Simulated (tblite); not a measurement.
Compound: C9H13P.
Structure used (GFN2-xTB), in Å, numbered top down from 1:
```xyz
23
C9H13P angstrom
C     -1.6801   -0.2738   -1.9325
P     -1.3016   -0.2743   -0.2718
C     -2.1712    0.5719    1.1654
C     -1.3444   -2.0059    0.3161
C      0.4271    0.2406   -0.0880
C      1.3023   -0.2519   -1.0501
C      2.6454    0.0689   -1.0035
C      3.1259    0.8818    0.0109
C      2.2579    1.3747    0.9706
C      0.9108    1.0574    0.9247
H     -1.5814    0.7239   -2.3586
H     -2.6814   -0.6719   -2.0970
H     -2.1427    1.6516    1.0172
H     -3.2132    0.2496    1.1266
H     -1.7585    0.3192    2.1394
H     -0.9802   -2.0848    1.3391
H     -2.3687   -2.3723    0.2629
H     -0.7223   -2.5993   -0.3512
H      0.8991   -0.8687   -1.8407
H      3.3194   -0.3130   -1.7565
H      4.1758    1.1335    0.0527
H      2.6315    2.0122    1.7594
H      0.2458    1.4575    1.6752
```

All values are computed: GFN2-xTB (tblite) harmonic vibrations without scaling, gas phase. Errors from tens to a few hundred cm⁻¹ against measured bands are possible. One conformer, not necessarily the lowest.

Harmonic wavenumbers (cm⁻¹): 25.6, 93.2, 121.9, 166.7, 205.5, 226.1, 236.2, 244.8, 263.7, 318.5, 346.9, 366.3, 391.5, 443.7, 585.8, 625.8, 654.1, 692.6, 728.3, 736.5, 749.0, 778.3, 792.6, 814.9, 873.7, 877.1, 899.0, 925.7, 930.5, 933.8, 975.1, 1008.8, 1079.7, 1115.1, 1125.5, 1180.0, 1195.5, 1267.1, 1300.4, 1305.8, 1322.9, 1397.2, 1420.2, 1424.2, 1432.1, 1443.3, 1452.3, 1456.7, 1582.8, 1588.9, 2946.7, 2963.2, 2980.1, 2990.5, 2995.0, 3000.2, 3004.9, 3013.4, 3069.0, 3071.2, 3078.3, 3087.3, 3092.1.

A = 2159, B = 800.3, C = 687.4 MHz; mass 152.075 u (most abundant isotopes); point group C1, symmetry number 1.

Problem. What is the zero-point energy?

Solution. Half the sum of the wavenumbers: 40707 cm⁻¹ = 116.39 kcal/mol.

Problem. Give the ideal-gas entropy at 400 K and 1 bar in the rigid-rotor, harmonic-oscillator model (classical rotation).

Solution. Translation 42.45, rotation 30.86, vibration 47.63: S = 120.9 cal/(mol K).

Problem. And Cp and H(400 K) − H(0)?

Solution. Cp = 59.43 cal/(mol K), of which vibrations give 51.48 (their classical limit is 63 R = 125.2); H(400 K) − H(0) = 13.36 kcal/mol without the zero-point energy, 10.18 from vibrations.

Problem. Which modes carry the vibrational entropy at 400 K?

Solution. 25.6 cm⁻¹: 6.73; 93.2 cm⁻¹: 4.17; 121.9 cm⁻¹: 3.64; 166.7 cm⁻¹: 3.03; 205.5 cm⁻¹: 2.63; 226.1 cm⁻¹: 2.45 cal/(mol K); the other 57 give 24.97 together.

Problem. How do the functions run with temperature in this model?

Solution. 
```
 T (K)  S (cal/(mol K))  Cp (cal/(mol K))  H − H(0) (kcal/mol)  G − H(0) (kcal/mol)  ln q(vib)
    50             60.4              12.7                 0.50                -2.52       0.77
   100             71.5              20.1                 1.32                -5.83       1.97
298.15            105.4              46.7                 7.94               -23.49       7.92
373.15            116.9              56.3                11.80               -31.83      10.30
   500            135.4              69.9                19.84               -47.84      14.36
   750            167.5              88.3                39.80               -85.81      22.17
  1000            194.7             100.3                63.48              -131.17      29.45
```

q(vib) and H(0) count from the zero-point level.

Hindered rotation and anharmonicity are outside this model. Other conformers, if any are populated, would add a mixing term that is left out. The structure is chiral; the term R ln 2 for an equal mix with its mirror image is left out.
